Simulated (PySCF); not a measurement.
A TDDFT job was run through a driver script with this input:

```
{"job": {"kind": "uv", "xc": "B3LYP", "basis": "def2-SVPD", "nstates": 8, "ntriplets": 3}, "charge": 0, "multiplicity": 1}
Ge     1.843722    -0.686281    -0.103977
P      0.070165     0.216025    -1.259143
Ge    -0.314593     1.932510     0.224074
Ge    -1.515757    -1.201394    -0.382403
H      1.651556    -0.898942     1.375295
H      2.202383    -2.025789    -0.683232
H      3.052705     0.193613    -0.253557
H     -0.377323     1.564246     1.683893
H      0.761884     2.972598     0.093738
H     -1.617509     2.606106    -0.100820
H     -2.890828    -0.718310    -0.748574
H     -1.511005    -1.381144     1.113521
H     -1.359788    -2.572751    -0.976544
```

Computed, not measured: PySCF, TDDFT B3LYP/def2-SVPD, vertical, gas phase, core orbitals frozen in the response. Job line and output are in the format of a driver script around the code.

What does the script print for it, SCF cycles aside?

```
converged SCF energy = -6577.0468270051

Static polarisability (au): isotropic 124.692, principal 105.080 134.486 134.510

Singlet excitations
state   eV       nm        f      main configurations
  1   5.9523    208.3   0.05348   H->L+2 0.96
  2   5.9542    208.2   0.04564   H->L 0.91
  3   5.9564    208.2   0.04578   H->L+1 0.92
  4   6.4643    191.8   0.00267   H->L+4 0.90
  5   6.4654    191.8   0.00267   H->L+5 0.90
  6   6.4780    191.4   0.00515   H->L+3 0.97
  7   6.7318    184.2   0.00000   H-1->L+1 0.49, H-2->L 0.48
  8   6.9037    179.6   0.00130   H-2->L 0.24, H-1->L+1 0.24, H-2->L+2 0.18

Triplet excitations (Tamm-Dancoff, eV): 5.2022 5.2035 5.5529
```

Geometry: GFN2-xTB; no solvent, vibrations or thermal averaging. The B3LYP/def2-SVPD calculation is non-relativistic and has no spin–orbit coupling, an omission that weighs most on germanium.

The species is (GeH3)3P, `[GeH3][P]([GeH3])[GeH3]`.

H and L stand for HOMO and LUMO.
